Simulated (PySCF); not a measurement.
CH3BrCdS. Atoms are numbered in the order given.

```xyz
7

Cd     0.1819    -0.1823     0.0000
Br    -0.1698     2.2323     0.0000
S      0.5483    -2.5150     0.0000
C     -1.1720    -3.1814     0.0000
H     -1.7302    -2.8870     0.8992
H     -1.0676    -4.2759     0.0000
H     -1.7302    -2.8870    -0.8992
```

The structure is a stationary point at B3LYP-D3(BJ)/def2-SVP. The structure was generated by enumeration; whether it is a known compound was not checked. The def2 effective core potentials stand for the cores of Cd; spin–orbit coupling is left out. The values are those of a single conformer.

Computed with PBE/def2-TZVP (PySCF).

ESP charges are fitted to the potential on shells at 1.4 to 2.0 van der Waals radii. Atomic charges (e):

```json
[
 {"atom": "Cd1", "Mulliken": "0.57", "ESP fit": "0.54"},
 {"atom": "Br2", "Mulliken": "-0.36", "ESP fit": "-0.32"},
 {"atom": "S3", "Mulliken": "-0.30", "ESP fit": "-0.31"},
 {"atom": "C4", "Mulliken": "-0.35", "ESP fit": "-0.38"},
 {"atom": "H5", "Mulliken": "0.14", "ESP fit": "0.13"},
 {"atom": "H6", "Mulliken": "0.15", "ESP fit": "0.20"},
 {"atom": "H7", "Mulliken": "0.14", "ESP fit": "0.13"}
]
```
